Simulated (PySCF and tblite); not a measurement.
Results of a calculation; reference values are marked as such.
C₄H₃F₃OS, numbered as in [O:1]=[S@:2]1[CH:3]=[CH:4][C:5]([F:6])([F:7])[C@@H:8]1[F:9].

Search: ETKDG, MMFF94s, GFN2-xTB, 200 starts; geometries at GFN2-xTB. Free energies are PBE0-D3(BJ)/pcSseg-1 single points with GFN2-xTB rigid-rotor and vibrational terms (modes under about 100 cm⁻¹ blended into free rotors). Symmetry numbers and mirror images are counted. Conformers within 2.5 kcal/mol (GFN2-xTB free energy) were kept, 4 at most. Run with PySCF (density fitting) and tblite.

The 5-ring runs over atoms 2–3–4–5–8.

| conformer | shape | symmetry | dipole D |
| --- | --- | --- | --- |
| 1 | 5-ring envelope (ring torsions 1, -15, 21, -17, 10°) | C1 | 2.81 |
| 2 | 5-ring envelope (ring torsions 2, 13, -21, 19, -13°) | C1 | 2.59 |

Question: Which of these conformers is the most populated at 298.15 K, and with what share?

Answer: Conformer 1, about 84 %.

Question: Give the DFT energies and free energies relative to the lowest, and all weights.

Answer: 
```
conformer                                                 shape  E(DFT) kcal/mol  G(298.15 K) kcal/mol  weight %
        1  5-ring envelope (ring torsions 1, -15, 21, -17, 10°)             0.00                  0.00      84.1
        2  5-ring envelope (ring torsions 2, 13, -21, 19, -13°)             0.89                  0.98      15.9
```

Question: How does its share change from 250 K to 350 K?

Answer: From 88 % to 81 %; the mixing entropy goes from 0.74 to 0.97 cal/(mol K).


Conformer gaps in pcSseg-1 on xTB geometries can be 2 kcal/mol off for S=O, P=O and other polar bonds.